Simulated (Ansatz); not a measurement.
Cartesian coordinates in Å:
```
N 1.168 1.287 0.019
In -0.267 -0.110 0.014
F -2.013 0.573 -0.542
S -0.343 -2.350 0.742
H 2.117 0.961 -0.102
H 0.998 2.058 -0.613
H -1.660 -2.421 0.482
```

Total charge 0; spin multiplicity 1. In: def2 effective core potential.

Question: List the ωB97M-V/def2-TZVPP orbital energies in eV (Ansatz 0.2.0). (An estimate is asked.)

Answer: The calculation gave: Occupied: -2427.13, -675.59, -394.62, -221.09, -164.19, -164.13, -164.02, -131.81, -88.27, -88.04, -87.97, -33.45, -26.69, -24.95, -24.64, -24.60, -24.52, -24.13, -22.67, -16.07, -15.15, -13.83, -13.09, -12.82, -12.54, -11.26, -10.42, -9.95. Lowest empty: 0.15, 0.74, 1.33, 1.55, 2.57, 2.77, 3.99, 4.60.
